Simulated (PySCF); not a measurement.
Molecule: `[O+]([AlH2-][NH]C)(C)C`, C₃H₁₂AlNO.

Cartesian coordinates in Å; atom numbers follow the order of the lines, from 1:
```xyz
18

C     2.1810   -0.8276    0.8999
N     1.7430    0.1822   -0.0269
Al    0.7194   -0.0142   -1.5011
O    -1.1839    0.2042   -0.8166
C    -1.6544   -0.8011    0.0654
C    -1.6239    1.5104   -0.4870
H     1.7933   -0.6920    1.9320
H     3.2833   -0.8977    0.9874
H     1.8372   -1.8216    0.5665
H     2.1416    1.0915    0.1844
H     0.7083    1.2576   -2.4746
H     0.5476   -1.5268   -2.0010
H    -1.2652   -1.7589   -0.3016
H    -2.7556   -0.8183    0.0556
H    -1.2891   -0.6199    1.0898
H    -1.2528    1.8034    0.5093
H    -1.2164    2.1887   -1.2464
H    -2.7244    1.5470   -0.5037
```

Geometry PBE0-D3(BJ)/def2-SVP throughout; GIAO in PySCF, gas phase, one conformer, non-relativistic; equivalent atoms averaged; basis pcSseg-1.

Question: How do the shifts δ (against TMS, NH3, AlH4-, H2O at the same level) depend on the functional? (ppm; last column core-seconds on shared hosts with different chips, so compare them loosely)

Answer: 
| functional | kind | C5/C6 | C1 | N2 | Al3 | O4 | H13/H14/H15/H16/H17/H18 | H11/H12 | H7/H8/H9 | H10 | core-s |
| --- | --- | --- | --- | --- | --- | --- | --- | --- | --- | --- | --- |
| HF | Hartree–Fock | 55.5 | 31.0 | 11.6 | 53.5 | -12.5 | 3.50 | 3.42 | 2.54 | -0.58 | 8.1 |
| LDA | LDA | 64.3 | 36.3 | 52.8 | 94.6 | 33.5 | 3.60 | 4.22 | 3.05 | 0.62 | 20 |
| PBE | GGA | 62.3 | 36.8 | 46.4 | 80.2 | 31.9 | 3.55 | 3.93 | 2.99 | 0.38 | 25 |
| BLYP | GGA | 62.7 | 37.4 | 48.3 | 77.6 | 35.9 | 3.57 | 3.77 | 3.01 | 0.29 | 25 |
| BP86 | GGA | 62.7 | 36.9 | 43.3 | 78.4 | 28.7 | 3.58 | 3.91 | 2.97 | 0.30 | 26 |
| OPBE | GGA | 59.7 | 35.6 | 37.6 | 68.8 | 24.9 | 3.52 | 3.76 | 2.90 | 0.21 | 26 |
| KT2 | GGA | 61.3 | 37.2 | 46.6 | 79.1 | 27.6 | 3.55 | 3.96 | 3.00 | 0.50 | 49 |
| KT3 | GGA | 59.9 | 36.6 | 42.4 | 68.5 | 28.5 | 3.51 | 3.62 | 2.93 | 0.29 | 32 |
| B97-D | GGA | 61.4 | 36.8 | 39.5 | 70.7 | 26.8 | 3.58 | 3.63 | 2.96 | 0.19 | 32 |
| B3LYP | global hybrid | 61.5 | 35.7 | 37.8 | 71.6 | 24.0 | 3.55 | 3.67 | 2.86 | 0.01 | 18 |
| PBE0 | global hybrid | 60.9 | 35.0 | 33.5 | 71.8 | 17.6 | 3.53 | 3.79 | 2.82 | 0.02 | 29 |
| mPW1PW91 | global hybrid | 60.8 | 35.0 | 32.5 | 69.6 | 16.9 | 3.53 | 3.74 | 2.80 | -0.02 | 19 |
| WP04 | global hybrid | 62.0 | 36.2 | 24.2 | 49.2 | 18.0 | 3.47 | 2.80 | 2.57 | -0.30 | 23 |
| B97-2 | global hybrid | 60.3 | 35.2 | 31.2 | 66.8 | 16.9 | 3.53 | 3.62 | 2.81 | -0.06 | 20 |
| BHandHLYP | global hybrid | 59.5 | 33.7 | 26.7 | 64.0 | 9.7 | 3.52 | 3.53 | 2.71 | -0.27 | 19 |
| CAM-B3LYP | range-separated hybrid | 61.3 | 34.2 | 32.6 | 73.2 | 18.7 | 3.56 | 3.69 | 2.78 | -0.12 | 27 |
| wB97X-D | range-separated hybrid | 61.1 | 34.6 | 26.3 | 70.2 | 12.6 | 3.54 | 3.71 | 2.75 | -0.20 | 27 |
| LC-wPBE | range-separated hybrid | 60.7 | 32.5 | 21.1 | 71.2 | 7.9 | 3.54 | 3.68 | 2.63 | -0.28 | 38 |

Question: Which nucleus moves most, in ppm?

Answer: O4 (donor oxygen of a Lewis adduct): from -12.5 ppm with HF to 35.9 ppm with BLYP. The smallest spread is 0.14 ppm, at H13/H14/H15/H16/H17/H18. Proton shifts span only some 12 ppm, so a few tenths of a ppm matter as much there as several ppm in carbon.
